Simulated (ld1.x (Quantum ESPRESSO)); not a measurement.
An all-electron radial function and its pseudo partner (Cl)

Columns: radius, all-electron u(r) and pseudo u(r) of the 3p shell (level -19.51 eV) of chlorine in the configuration [Ne] 3s2 3p4; LDA (PZ), scalar-relativistic, PAW scheme, ld1.x (Quantum ESPRESSO) 7.5.

```json
{"r (bohr)": "0.075", "all-electron": "0.1450", "pseudo": "-0.0086"}
{"r (bohr)": "0.150", "all-electron": "0.3167", "pseudo": "-0.0340"}
{"r (bohr)": "0.225", "all-electron": "0.3887", "pseudo": "-0.0748"}
{"r (bohr)": "0.300", "all-electron": "0.3645", "pseudo": "-0.1288"}
{"r (bohr)": "0.375", "all-electron": "0.2746", "pseudo": "-0.1935"}
{"r (bohr)": "0.450", "all-electron": "0.1478", "pseudo": "-0.2655"}
{"r (bohr)": "0.525", "all-electron": "0.0055", "pseudo": "-0.3415"}
{"r (bohr)": "0.600", "all-electron": "-0.1376", "pseudo": "-0.4182"}
{"r (bohr)": "0.675", "all-electron": "-0.2725", "pseudo": "-0.4924"}
{"r (bohr)": "0.750", "all-electron": "-0.3938", "pseudo": "-0.5617"}
{"r (bohr)": "0.825", "all-electron": "-0.4991", "pseudo": "-0.6238"}
{"r (bohr)": "0.900", "all-electron": "-0.5874", "pseudo": "-0.6774"}
{"r (bohr)": "0.975", "all-electron": "-0.6592", "pseudo": "-0.7218"}
{"r (bohr)": "1.050", "all-electron": "-0.7153", "pseudo": "-0.7567"}
{"r (bohr)": "1.125", "all-electron": "-0.7571", "pseudo": "-0.7826"}
{"r (bohr)": "1.200", "all-electron": "-0.7860", "pseudo": "-0.8002"}
{"r (bohr)": "1.275", "all-electron": "-0.8037", "pseudo": "-0.8104"}
{"r (bohr)": "1.350", "all-electron": "-0.8117", "pseudo": "-0.8140"}
{"r (bohr)": "1.425", "all-electron": "-0.8116", "pseudo": "-0.8120"}
{"r (bohr)": "1.500", "all-electron": "-0.8046", "pseudo": "-0.8046"}
{"r (bohr)": "1.575", "all-electron": "-0.7920", "pseudo": "-0.7920"}
{"r (bohr)": "1.650", "all-electron": "-0.7748", "pseudo": "-0.7748"}
{"r (bohr)": "1.725", "all-electron": "-0.7541", "pseudo": "-0.7541"}
{"r (bohr)": "1.800", "all-electron": "-0.7306", "pseudo": "-0.7306"}
{"r (bohr)": "1.875", "all-electron": "-0.7050", "pseudo": "-0.7050"}
{"r (bohr)": "1.950", "all-electron": "-0.6780", "pseudo": "-0.6780"}
```

Q: How many radial nodes do the two functions have?

A: The all-electron 3p function has n − l − 1 = 1; the pseudo-wave has 0, since the states of the same l below it are removed with the core.

Q: At about which radius was the pseudo-wave matched?

A: 1.50 bohr, where the columns begin to agree (steps of 0.07 bohr).

Q: Is the pseudo-wave norm-conserving?

A: No, it belongs to a PAW set: the norm inside the radius is not constrained, and the difference is carried by the augmentation charge.
